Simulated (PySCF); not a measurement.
Structure from 2D NMR

Compound of formula C6H3Cl5. Correlations simulated from computed shifts and the bond graph:

HSQC (one-bond C–H):
```csv
δH,δC
6.60,73.4
4.33,67.8
4.18,67.8
```

COSY cross peaks (H two or three bonds apart, from the bond graph; peaks can be absent where the dihedral angle is near 90°):
```csv
δH,δH
4.33,4.18
```

HMBC (two and three bonds, from the bond graph):
```csv
δH,δC
6.60,"145.6, 142.0, 126.3"
4.33,"145.6, 142.0, 126.3"
4.18,"145.6, 142.0, 126.3"
```

Carbons without hydrogens: δ 145.6, 142.0, 126.3, 109.8.

Theoretical values (PySCF): PBE0/pcSseg-1 with gauge-including orbitals, GFN2-xTB geometry. Equivalent nuclei averaged, gas phase, one computed conformer, relativity neglected.

Referencing at the same level of theory: ¹H (31.72 ppm), ¹³C (186.93 ppm) against TMS.

Exchangeable hydrogens are left out of these lists.

Which molecule is this?

Answers

`C=C1C(C(Cl)Cl)=C1C(Cl)(Cl)Cl`.

Mapped SMILES: `[CH2:1]=[C:2]1[C:3]([CH:4]([Cl:5])[Cl:6])=[C:7]1[C:8]([Cl:9])([Cl:10])[Cl:11]` (H(Xn): hydrogen on atom n). Ha(C1) is cis to C3; Hb(C1) is trans to C3.

1. δC 145.6 is C7, a fully substituted alkene carbon.
2. δC 142.0 is C3, a fully substituted alkene carbon.
3. δC 126.3 is C2, a fully substituted alkene carbon.
4. δC 109.8 is C8, an allylic fully substituted sp3 carbon bonded to 3 Cl.
5. δC 73.4 is C4, an allylic sp3 CH bonded to 2 Cl (δH 6.60).
6. δC 67.8 is C1, a terminal =CH2 carbon (δH 4.18, 4.33).
7. HMBC from δH 6.60 reaches the proton-free carbons C7, C3, C2.
8. HMBC from δH 4.33 reaches the proton-free carbons C7, C3, C2.
9. HMBC from δH 4.18 reaches the proton-free carbons C7, C3, C2.
10. COSY links 4.33–4.18.

The data come from this structure; uniqueness wasn't tested.

Carbons that carry Cl, above all several Cl atoms, come out too deshielded, partly because spin–orbit coupling is missing. Shifts are as computed. Against solution values, carbons near 30 ppm lie about +3 ppm off and those near 130 ppm about +5 ppm; carbons on Cl a further +6 ppm. Of 1211 compounds with measured shifts, 218 miss one by over three times the rms of a fit or turn the order of signals round; such compounds aren't used in these exercises.
